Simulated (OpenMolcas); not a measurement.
# Mo4+: the spin-orbit constant, Racah parameters, worked from levels

```
Program             : OpenMolcas 26.06
Basis               : ANO-RCC-VTZP [7s6p4d2f1g]
Scalar Hamiltonian  : DKH2, point nucleus
Active space        : 8 electrons in 8 orbitals (RAS1 4p, at most 2 holes; RAS2 4d)
State averaging     : 2S+1 = 3 even, 10 roots; 2S+1 = 1 even, 15 roots
Spin-orbit coupling : RASSI with atomic mean-field integrals over the reference wave functions, term energies averaged over their components
```

Methods: RASSCF; SS-RASPT2, IPEA 0.25 Eh, imaginary shift 0.1 Eh (closed shells correlated: 4s). Measured levels: Sugar and Musgrove, J. Phys. Chem. Ref. Data 17, 155 (1988).

**The spin-orbit constant.** For the Hund term 3F of d2, E(J) = (A/2) J(J+1) + constant and ζ = 2S·A = 2A. From J = 2 to J = 4 the energy changes by 7 A.

```json
{"Source": "RASSCF", "E(4) - E(2)": "3443.5", "A": "491.9", "ζ": "984"}
{"Source": "SS-RASPT2", "E(4) - E(2)": "3460.2", "A": "494.3", "ζ": "989"}
{"Source": "measured", "E(4) - E(2)": "3357.3", "A": "479.6", "ζ": "959"}
```

All in cm-1. SS-RASPT2 is off by +3.1 % and RASSCF by +2.6 %. Both methods take the spin-orbit matrix elements from the reference wave functions, so the second can move ζ only through the term energies and any multistate remixing. Second-order mixing with other terms is absorbed into this ζ.

**Racah parameters.** Above 3F, d2 has 3P at 15B, 1G at 12B + 2C and 1D at 5B + 2C. The first two fix B and C, and the third tests them; where it misses by thousands of cm-1, two parameters do not describe the configuration (Trees and configuration-interaction terms are left out) and B and C hang on the terms chosen. Term energies are centres of gravity, weighted by 2J + 1.

| Source | 3P | 1G | B | C | C/B | 1D from B, C | 1D found |
| --- | --- | --- | --- | --- | --- | --- | --- |
| RASSCF | 12667 | 17912 | 844 | 3889 | 4.61 | 11998 | 9978 |
| SS-RASPT2 | 10955 | 14567 | 730 | 2902 | 3.98 | 9454 | 8179 |
| measured | 10660 | 14389 | 711 | 2930 | 4.12 | 9415 | 8225 |

Energies in cm-1. From RASSCF to SS-RASPT2, B changes by -13.5 % and C by -25.4 %. Against the measured terms, SS-RASPT2 has B off by +2.7 % and C by -1.0 %.

CASPT2 breaks the degeneracy within a term, and the mean is taken; among the terms shown or strongly mixed into the levels shown the widest spread is 450 cm-1 (4d2 1G, SS-RASPT2). Active for correlation alone: 4p; no level in the range computed is led by a configuration that opens it, so any true level of that kind is missing. Without dynamic correlation excited terms often stand tens of per cent too high (terms of higher spin than the ground term too low), and those without a measured partner can miss by more than the paired ones (holds for RASSCF). Computed and measured levels are paired by configuration, term and J; levels that our copy of the source lacks, or whose pairing is in doubt (as where it misses far off the trend of its configuration), stay unpaired and out of the deviations. Only configurations of the active space appear.
